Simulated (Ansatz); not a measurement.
This geometry of CH4BFO (8 atoms, charge 0, multiplicity 1) is a first-order saddle point.

The calculation used RKS r2SCANh-D4/def2-SVP (Ansatz 0.2.0).

```xyz
8
Properties=species:S:1:pos:R:3
O -1.132 0.866 -0.483
C 0.172 0.459 -0.122
B 0.346 -1.082 0.086
F -0.695 -1.892 0.049
H -1.481 1.436 0.205
H 0.545 0.950 0.800
H 0.905 0.781 -0.891
H 1.432 -1.575 0.301
```

Which two structures does it join? (They come from a converged band through this point; their orientation in space is the band's.)

No bond is made or broken. The dihedral H5–O1–C2–H6 goes from 59 to -98°.

Image 0:

```xyz
8
Properties=species:S:1:pos:R:3
O -1.242 0.750 -0.168
C 0.115 0.431 -0.014
B 0.367 -1.108 0.076
F -0.632 -1.964 0.004
H -1.327 1.706 -0.218
H 0.574 0.877 0.898
H 0.755 0.804 -0.846
H 1.484 -1.554 0.213
```

Image 6:

```xyz
8
Properties=species:S:1:pos:R:3
O -0.974 1.172 -0.327
C 0.271 0.579 -0.054
B 0.295 -0.976 0.055
F -0.863 -1.627 0.028
H -1.661 0.569 -0.023
H 0.727 0.966 0.888
H 0.996 0.886 -0.831
H 1.301 -1.626 0.209
```

How far does it lie above each of them?

0.076 eV above the first and 0.112 eV above the second. This is the barrier of this one path; another mechanism may lie lower.

Time of the run: 51 s on 1 thread of AMD EPYC 9R45 96-Core Processor (Zen 5), on a shared host, peak memory 0.18 GiB.
